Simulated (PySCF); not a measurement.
Correlation energy of Si⁺ (silicon, charge +1)

[Ne] 3s2 3p1, 2P determinant. Calculation: PySCF 2.14, in aug-cc-pV(T+d)Z (6s5p4d2f, 55 functions); the non-relativistic Hamiltonian (point nucleus). Frozen: [Ne]; 3 electrons correlated.

```json
{"level": "CCSD", "correlation energy (mhartree)": "-58.74"}
{"level": "(T)", "correlation energy (mhartree)": "-1.10"}
{"level": "CCSD(T)", "correlation energy (mhartree)": "-59.84"}
{"level": "CCSDT", "correlation energy (mhartree)": "-60.28"}
```

Diagnostics: T1 = 0.015, D1 = 0.0325, largest double amplitude 0.105.

Cost of the coupled-cluster step: roughly 1.6 core-seconds, for 3 correlated electrons.
